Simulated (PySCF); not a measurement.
Molfile (atoms numbered from 1):
```
CH9ClO2Si3
     RDKit          3D

 16 15  0  0  0  0  0  0  0  0999 V2000
    2.2235    0.9992    0.4245 Si  0  0  0  0  0  4  0  0  0  0  0  0
    1.9156   -0.3203   -0.4678 O   0  0  0  0  0  0  0  0  0  0  0  0
    1.0100   -1.5422   -1.0062 Si  0  0  0  0  0  4  0  0  0  0  0  0
   -0.4969   -1.4357   -0.4121 O   0  0  0  0  0  0  0  0  0  0  0  0
   -1.6455   -0.7735    0.5120 Si  0  0  0  0  0  4  0  0  0  0  0  0
   -1.9152    1.0273   -0.0694 C   0  0  0  0  0  0  0  0  0  0  0  0
   -3.2151    1.7890    0.8840 Cl  0  0  0  0  0  0  0  0  0  0  0  0
    3.6807    1.0824    0.4297 H   0  0  0  0  0  0  0  0  0  0  0  0
    1.6027    2.1415   -0.2494 H   0  0  0  0  0  0  0  0  0  0  0  0
    1.6626    0.8115    1.7623 H   0  0  0  0  0  0  0  0  0  0  0  0
    0.8969   -1.3890   -2.4477 H   0  0  0  0  0  0  0  0  0  0  0  0
    1.5797   -2.7728   -0.4808 H   0  0  0  0  0  0  0  0  0  0  0  0
   -1.2254   -0.7651    1.9115 H   0  0  0  0  0  0  0  0  0  0  0  0
   -2.8304   -1.5814    0.2447 H   0  0  0  0  0  0  0  0  0  0  0  0
   -1.0294    1.6462    0.0655 H   0  0  0  0  0  0  0  0  0  0  0  0
   -2.2215    1.0920   -1.1123 H   0  0  0  0  0  0  0  0  0  0  0  0
  1  2  1  0
  2  3  1  0
  3  4  1  0
  4  5  1  0
  5  6  1  0
  6  7  1  0
  1  8  1  0
  1  9  1  0
  1 10  1  0
  3 11  1  0
  3 12  1  0
  5 13  1  0
  5 14  1  0
  6 15  1  0
  6 16  1  0
M  END
```

- GIAO PBE0/pcSseg-1 shieldings
- coordinates at the GFN2-xTB level
- program: PySCF
- one averaged value for each set of equivalent atoms, no solvent, non-relativistic, single conformer

References, each an isolated molecule treated in the same way: 13C (σref 186.93), 1H (σref 31.72), 29Si (σref 349.16) against TMS; 17O (σref 336.08) vs H2O; 35Cl (σref 949.78) against HCl.

```json
{"atoms": "Si1", "nucleus": "29Si", "count": "1", "Hirshfeld charge": "0.40", "δ (ppm)": "-43.8"}
{"atoms": "Si3", "nucleus": "29Si", "count": "1", "Hirshfeld charge": "0.47", "δ (ppm)": "-45.6"}
{"atoms": "H11/H12", "nucleus": "1H", "count": "2", "Hirshfeld charge": "-0.08", "δ (ppm)": "4.89"}
{"atoms": "O4", "nucleus": "17O", "count": "1", "Hirshfeld charge": "-0.30", "δ (ppm)": "?"}
{"atoms": "H13/H14", "nucleus": "1H", "count": "2", "Hirshfeld charge": "-0.08", "δ (ppm)": "5.02"}
{"atoms": "H8/H9/H10", "nucleus": "1H", "count": "3", "Hirshfeld charge": "-0.08", "δ (ppm)": "?"}
{"atoms": "Si5", "nucleus": "29Si", "count": "1", "Hirshfeld charge": "0.40", "δ (ppm)": "?"}
{"atoms": "C6", "nucleus": "13C", "count": "1", "Hirshfeld charge": "-0.13", "δ (ppm)": "31.3"}
{"atoms": "Cl7", "nucleus": "35Cl", "count": "1", "Hirshfeld charge": "-0.07", "δ (ppm)": "-26"}
{"atoms": "O2", "nucleus": "17O", "count": "1", "Hirshfeld charge": "-0.31", "δ (ppm)": "41.0"}
{"atoms": "H15/H16", "nucleus": "1H", "count": "2", "Hirshfeld charge": "0.05", "δ (ppm)": "3.27"}
```

Q: Estimate the values marked ?.

A: 
- H8/H9/H10: 5.24 ppm, hydrogen on a silicon bonded to O
- Si5: -33.9 ppm, silicon bonded to C, O, 2 H
- O4: 67.9 ppm, oxygen bonded to 2 Si

Carbons that carry Cl, above all several Cl atoms, come out too deshielded, partly because spin–orbit coupling is missing. Shifts are as computed. Against solution values, carbons near 30 ppm lie about +3 ppm off and those near 130 ppm about +5 ppm; carbons on Cl a further +6 ppm. Of 1211 compounds with measured shifts, 218 miss one by over three times the rms of a fit or turn the order of signals round; such compounds aren't used in these exercises. Experimental scales use liquid or dissolved standards, which lie at an offset from isolated H2O (liquid H2O: subtract about 36 ppm).
